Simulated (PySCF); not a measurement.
SMILES N#C/C=C\[SeH] (C3H3NSe), CAM-B3LYP/def2-SVP optimised geometry.

```
8

N      2.21    -0.95     0.00
C      1.05    -0.97     0.00
C     -0.38    -0.97     0.00
C     -1.12     0.15     0.00
Se    -0.55     1.94     0.00
H     -0.87    -1.94     0.00
H     -2.21     0.06     0.00
H      0.89     1.63     0.00
```

Density from CAM-B3LYP/def2-TZVP run with PySCF 2.14.0 at that geometry.

Minimum of the electron density along straight lines between bonded atoms, close to the bond critical point (lines longer than 1.1 times the sum of covalent radii, or with two minima, are not listed):

```
bond    length / Å  ρ at the minimum / e bohr⁻³  ∇²ρ there / e bohr⁻⁵  position (fraction from the first atom)
------  ----------  ---------------------------  --------------------  ---------------------------------------
N1–C2        1.156                        0.494                     …                                     0.65
C2–C3        1.428                        0.287                 -0.84                                     0.54
C3–C4        1.343                        0.343                 -1.03                                     0.49
C4–Se5       1.876                            …                 -0.18                                     0.50
C3–H6        1.093                        0.280                 -0.99                                     0.65
C4–H7        1.093                        0.283                 -1.01                                     0.66
Se5–H8       1.470                        0.180                     …                                     0.63
```

Task: What belongs in the gaps?

Result: 
- N1–C2, ∇²ρ there / e bohr⁻⁵: -0.30
- C4–Se5, ρ at the minimum / e bohr⁻³: 0.169
- Se5–H8, ∇²ρ there / e bohr⁻⁵: -0.36
